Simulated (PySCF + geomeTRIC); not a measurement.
A geometry relaxed with r2SCAN-D4/def2-TZVP (PySCF + geomeTRIC), charge 0, multiplicity 1:

```xyz
6

F      1.9079     1.1244     1.1305
Si     0.9764    -0.1421     0.8162
F     -1.9598     1.3175     0.1302
Si    -0.9699     0.1165    -0.2551
H      1.8178    -1.1259     0.0704
H     -1.7579    -1.1484    -0.1480
```

Task: Write the SMILES of this molecule.

Result: `F/[SiH]=[SiH]\F`
